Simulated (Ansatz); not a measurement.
Reaction (ligand exchange at a Ge–C bond): `[CH3][GeH2][Br]` + H–F → `[F][GeH2][Br]` + CH₄

Calculated with Ansatz (gas phase, PBE0-D4/def2-TZVP geometries, no zero-point term in ΔE). CCSD(T)/CBS is the MP2 limit (def2-TZVPP, def2-QZVPP) plus CCSD(T) − MP2 in def2-TZVPP, frozen cores. This one scheme is used for every species. Functionals use def2-TZVPP. For Br, Ge outer-core shells are correlated without core-valence functions, which leaves a few kJ/mol of doubt a bond. Scalar relativity is left out up to krypton.

CCSD(T)/CBS gives -61.0 kJ/mol.

Another level gave -72.0 kJ/mol. Which?
A. PBE/def2-TZVPP
B. MP2/def2-TZVPP
C. CCSD/def2-TZVPP
D. B2PLYP/def2-TZVPP

A. PBE -72.0, CCSD/def2-TZVPP -65.8, B2PLYP -76.7, MP2/def2-TZVPP -61.5 kJ/mol.

What do rigid-rotor, harmonic-oscillator terms from PBE0-D4/def2-TZVP frequencies (298.15 K, 1 bar) make of the CCSD(T)/CBS value? (Best estimate.)

Computed: ΔZPE = +2.8 kJ/mol, ΔH = -59.5 kJ/mol, ΔS = -5 J/(mol·K), ΔG = -57.9 kJ/mol.

Largest T1 diagnostic among the species: 0.010.

The D4 term adds +5.8 kJ/mol with B3LYP and +3.2 kJ/mol with PBE0; it sums over pairs of atoms, weighted by their polarisabilities, and B3LYP, whose exchange is more repulsive, gets the larger term. From r2SCAN to r2SCAN0 (25 % exact exchange), in def2-TZVPP and without D4, ΔE moves by +5.7 kJ/mol.

B3LYP here is the variant with VWN-RPA as its local correlation; programs differ in this.
